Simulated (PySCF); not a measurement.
**PBE0 on Os (osmium, neutral)**

Configuration: [Xe] 4f14 5d6 6s2, high-spin 5D determinant. Computed with PySCF 2.14 in aug-cc-pVDZ-PP with ECP60MDF (5s5p4d2f, 54 functions), with scalar relativity through the core potential.

```json
{
  "Total energy": "-90.7727 hartree",
  "One-electron energy": "-155.3405 hartree",
  "Hartree (Coulomb) energy": "73.9627 hartree",
  "Exchange-correlation energy": "-9.3949 hartree",
  "⟨S²⟩": "6.0101",
  "⟨L²⟩": "6.104",
  "Sum of ⟨r⟩": "26.23 bohr",
  "Sum of ⟨r²⟩": "56.64 bohr²",
  "Traceless quadrupole moment −½Σ⟨3z² − r²⟩ along its main axis": "0.452 e·bohr²"
}
```

```
shell  electrons  mean orbital energy (eV)  spread (eV)  rms radius, mean of both spins (bohr)
 5s α          1                   -96.257            0                                   1.08
 5s β          1                   -93.464            0                                   1.08
 5p α          3                   -55.393        1.123                                   1.26
 5p β          3                   -51.762        0.133                                   1.26
 5d α          5                    -8.911        1.235                                   1.97
 6s α          1                    -7.333            0                                   3.28
 5d β          1                    -6.347            0                                   1.97
 6s β          1                    -5.914            0                                   3.28
```

Energies and moments cover only the electrons outside the core potential. Spin-orbit coupling, absent here, splits the open shell strongly.
